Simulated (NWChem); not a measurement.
Molecule: BeClF; SMILES [F][Be][Cl]

Results from NWChem. Pople sets run with spherical d functions. Coordinates come from a B3LYP/6-31G* (spherical d) optimisation. Level: PBE0/6-31+G*; rows give the wavelength of the field.

For field static:

```
Property                          Result
--------------------------------  ------
isotropic polarisability (bohr³)    21.6
```

### Question
What are these values for field 400 nm?

### Answer
The isotropic polarisability (bohr³) is 23.0.
